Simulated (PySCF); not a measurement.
Does the answer move with the share of exact exchange?

Species: CHClF4Si.
Numbering: `[F:1][C@H:2]([Cl:3])[Si:4]([F:5])([F:6])[F:7]` (hydrogens: H8 on C2)

Cartesian coordinates in Å at the PBE0-D3(BJ)/def2-SVP level; atoms count from 1:
```xyz
8
CHClF4Si angstrom
F     -0.5713    1.2334   -0.5821
C     -0.7519    0.2317    0.3141
Cl     0.4206   -1.0803    0.0316
Si    -2.4816   -0.4887    0.1431
F     -2.6982   -1.6395    1.2276
F     -2.7223   -1.0853   -1.3150
F     -3.5704    0.6506    0.4076
H     -0.5516    0.6171    1.3273
```

PySCF, def2-SVPD basis, density fitting, gas phase, PBE0-D3(BJ)/def2-SVP geometry; singlet excitations by full TDDFT with frozen cores, triplets by Tamm–Dancoff TDDFT and ionisation energies by ΔSCF, from the lowest of the holes tried. One functional is left out:

```csv
functional,exact exchange (%),HOMO energy (eV),LUMO energy (eV),lowest singlet excitation (eV),lowest triplet excitation (eV),dipole moment (D),mean polarisability (au),vertical ionisation energy (eV)
LDA,0,-7.92,-1.85,6.40,5.85,1.496,52.5,11.36
PBE,0,-7.78,-1.63,6.45,5.83,1.439,52.4,11.17
PBE0,25,-9.26,-0.63,6.97,6.21,1.522,49.3,11.67
BHandHLYP,50,-10.64,0.23,7.31,6.53,1.600,47.1,11.94
```

**Question.** Predict the row of B3LYP (20 % exact exchange) by straight lines through the other rows, and check it.

**Answer.** 
```json
{"property": "HOMO energy (eV)", "line": "-8.97", "computed": "-9.02", "computed − line": "-0.05", "PBE0 (25 %), for comparison": "-9.26"}
{"property": "LUMO energy (eV)", "line": "-0.92", "computed": "-0.91", "computed − line": "+0.01", "PBE0 (25 %), for comparison": "-0.63"}
{"property": "lowest singlet excitation (eV)", "line": "6.81", "computed": "6.84", "computed − line": "+0.03", "PBE0 (25 %), for comparison": "6.97"}
{"property": "lowest triplet excitation (eV)", "line": "6.12", "computed": "6.16", "computed − line": "+0.04", "PBE0 (25 %), for comparison": "6.21"}
{"property": "dipole moment (D)", "line": "1.518", "computed": "1.514", "computed − line": "-0.004", "PBE0 (25 %), for comparison": "1.522"}
{"property": "mean polarisability (au)", "line": "50.2", "computed": "49.9", "computed − line": "-0.3", "PBE0 (25 %), for comparison": "49.3"}
{"property": "vertical ionisation energy (eV)", "line": "11.55", "computed": "11.65", "computed − line": "+0.10", "PBE0 (25 %), for comparison": "11.67"}
```
